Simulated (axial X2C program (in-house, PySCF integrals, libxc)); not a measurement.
## Spin–orbit effects down a group: molecules with Se (ions), HF

Calculated with an axial X2C code built on PySCF integrals, spin-free (one-electron X2C) or two-component (2c: spin–orbit coupling with atomic mean-field Coulomb and Gaunt terms, which also bring small scalar terms), in Dyall basis sets with cores contracted in-house; open shells are unrestricted.

Basis sets: Cs dyall-cv3z, H dyall-v3z, K dyall-cv3z, Li dyall-cv3z, Na dyall-cv3z, Rb dyall-cv3z, Se dyall-cv3z.

| molecule | spin-free state | Re (Å) | ωe (cm⁻¹) | De (eV) | 2c state | Re 2c (Å) | ωe 2c (cm⁻¹) | De 2c (eV) |
| --- | --- | --- | --- | --- | --- | --- | --- | --- |
| SeH⁺ | M_S = 1, Λ = 0 | 1.468 | 2473.0 | 2.16 | Ω = 1 | 1.469 | 2470.0 | 2.15 |
| LiSe⁺ | M_S = 1, Λ = 0 | 2.603 | 315.1 | 0.86 | Ω = 1 | 2.606 | 312.3 | n/a |
| NaSe⁺ | M_S = 1, Λ = 0 | 3.007 | 147.9 | 0.54 | Ω = 1 | 3.012 | 145.7 | n/a |
| KSe⁺ | M_S = 1, Λ = 0 | 3.546 | 87.1 | 0.31 | Ω = 1 | 3.554 | 85.0 | n/a |
| RbSe⁺ | M_S = 1, Λ = 0 | 3.756 | 61.7 | 0.26 | Ω = 1 | 3.766 | 59.9 | n/a |
| CsSe⁺ | M_S = 1, Λ = 0 | 4.022 | 48.4 | 0.21 | Ω = 1 | 4.036 | 46.6 | n/a |

Fragments in 2c: Se+ + H, Se + Li+, Se + Na+, Se + K+, Rb+ + Se, Cs+ + Se. Each entry is the lowest single determinant of a limited PBE0 search at one distance. De goes to single-determinant-based atoms at the same level (for ions the charge split of lowest energy) and is withheld (n/a) where an atom does not fit its ground term or J level. Main or longest-lived isotopes. One determinant is a doubtful description, or other states lie close, for SeH⁺, LiSe⁺, NaSe⁺, KSe⁺, RbSe⁺, CsSe⁺; these need not be ground states, and all values refer to the states named. Some open-shell Ω = 0 determinants are out of reach, so the Ω given for SeH⁺, LiSe⁺, NaSe⁺, KSe⁺, RbSe⁺, CsSe⁺ need not be the lowest component. With several unpaired electrons the Ω given is that of one determinant, not necessarily of the lowest component.
